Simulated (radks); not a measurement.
Results of a calculation; reference values are marked as such.
The iodine anion I-, [Xe], held by a Watson sphere: a shell of charge +1 at radius R that stands for the Madelung well of a crystal (potential energy -1/R inside, -1/r outside, in hartree with lengths in bohr). Level of theory: scalar-relativistic Kohn-Sham, LDA (Slater exchange, Perdew-Wang correlation), spin-unpolarised, spherical densities, point nucleus (a radial shooting solver on a logarithmic mesh with Libxc functionals). Response by self-consistent Sternheimer equations with the Hartree and adiabatic LDA kernel, the relativistic mass of each level held fixed and spin-orbit coupling left out. The sphere does not respond.

R (bohr)  e(4d) (eV)  e(5s) (eV)  e(5p) (eV)  <r> 5p (bohr)  sum of <r^2> (bohr^2)  X-ray form factor at sin(theta)/lambda = 0.1 1/angstrom  alpha (bohr^3)
3.3          -48.940     -16.928      -6.970          2.565                  72.43                                                   49.591           44.38
4.03         -48.320     -16.136      -6.222          2.620                  74.82                                                   49.512           52.29
4.7          -47.772     -15.510      -5.599          2.652                  76.34                                                   49.471           59.00
4.83         -47.671     -15.399      -5.487          2.656                  76.57                                                   49.465           60.20
5.37         -47.272     -14.973      -5.056          2.672                  77.37                                                   49.447           64.75
5.78         -46.994     -14.683      -4.763          2.680                  77.82                                                   49.439           67.73
